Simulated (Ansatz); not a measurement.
Isolated molecules relaxed with PBE0-D4/def2-TZVP in Ansatz; ΔE leaves out vibrations. CCSD(T)/CBS is the MP2 limit (def2-TZVPP, def2-QZVPP) plus CCSD(T) − MP2 in def2-TZVPP, frozen cores. DFT in def2-TZVPP. For Ge outer-core shells are correlated without core-valence functions, which leaves a few kJ/mol of doubt a bond. Scalar relativity is left out up to krypton. One conformer a species, not always the lowest.

Consider the redistribution: `[BH2][GeH2][CH]=O` + `NB(O)F` → `[BH2][GeH2][F]` + `NB(O)C=O`.

```tsv
level	ΔE (kcal/mol)
LDA (SPW92)	16.3
revPBE-D4	13.6
CAM-B3LYP-D4	11.7
ωB97M-V	11.9
CAM-B3LYP	11.6
RPA@PBE/def2-TZVPP	11.5
HF/def2-SVP	11.6
MP2/def2-SVP	12.2
```

(1) What does CCSD(T)/CBS give? (Best estimate.)

Largest T1 diagnostic among the species: 0.016.

Results:

(1) Computed: +12.8 kcal/mol. The listed levels differ from it by 3.5, 0.8, -1.1, -0.9, -1.2, -1.3, -1.2, -0.6 kcal/mol.

Leaving LDA and LC-ωPBE aside and taking each functional with its dispersion term where it has one, the values, not all of them listed here, spread over 3.8 kcal/mol, from ωB97X-V to r2SCAN-D4. LDA lies +2.1 kcal/mol from PBE without D4. In def2-TZVPP, CCSD(T) changes the Hartree–Fock value by +1.5 kcal/mol (the triples alone add +0.2 kcal/mol) and MP2 by +1.2 kcal/mol.
